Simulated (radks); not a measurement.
Ne+, 9 electrons, occupied as [He] 2s2 2p5 (the NIST ground configuration).

Calculated with a radial shooting solver on a logarithmic mesh with Libxc functionals: non-relativistic Kohn-Sham, TPSS, spin-polarised, spherical densities, point nucleus; open shells are filled with parallel spins first; meta-GGA in the generalised Kohn-Sham scheme.

Energy parts (hartree):
part                      energy
total                 -128.16836
kinetic                127.89572
electron-nucleus      -302.96380
Hartree                 58.84673
exchange-correlation   -11.94700

Orbitals (lengths in bohr, moments of r in powers of bohr):
[
 {"orbital": "1s up", "occ.": "1", "eigenvalue (hartree)": "-31.50768", "<r^2>": "0.03366"},
 {"orbital": "1s down", "occ.": "1", "eigenvalue (hartree)": "-31.47106", "<r^2>": "0.03357"},
 {"orbital": "2s up", "occ.": "1", "eigenvalue (hartree)": "-2.10892", "<r^2>": "0.8894"},
 {"orbital": "2s down", "occ.": "1", "eigenvalue (hartree)": "-2.02844", "<r^2>": "0.9076"},
 {"orbital": "2p up", "occ.": "3", "eigenvalue (hartree)": "-1.23081", "<r^2>": "0.9864"},
 {"orbital": "2p down", "occ.": "2", "eigenvalue (hartree)": "-1.14955", "<r^2>": "1.034"}
]

The highest occupied level is 2p down at -31.281 eV. The density falls to 0.001 e/bohr^3 at r = 2.62 bohr. For comparison, the ionisation energy in NIST's Atomic Spectra Database is 40.963 eV (measured). In exact Kohn-Sham theory the highest level is minus the ionisation energy, but local and semilocal functionals leave it too shallow, through self-interaction and a potential that decays too fast; potentials with the right tail come closer. The electron density at the nucleus is 623.1 e/bohr^3. The spin density at the nucleus is 0.0514 e/bohr^3 (1s -0.3505, 2s 0.4019), a Fermi contact field of 2.69 T. Virial ratio -V/T = 2.00213. Spin moment in Bohr magnetons: 1.
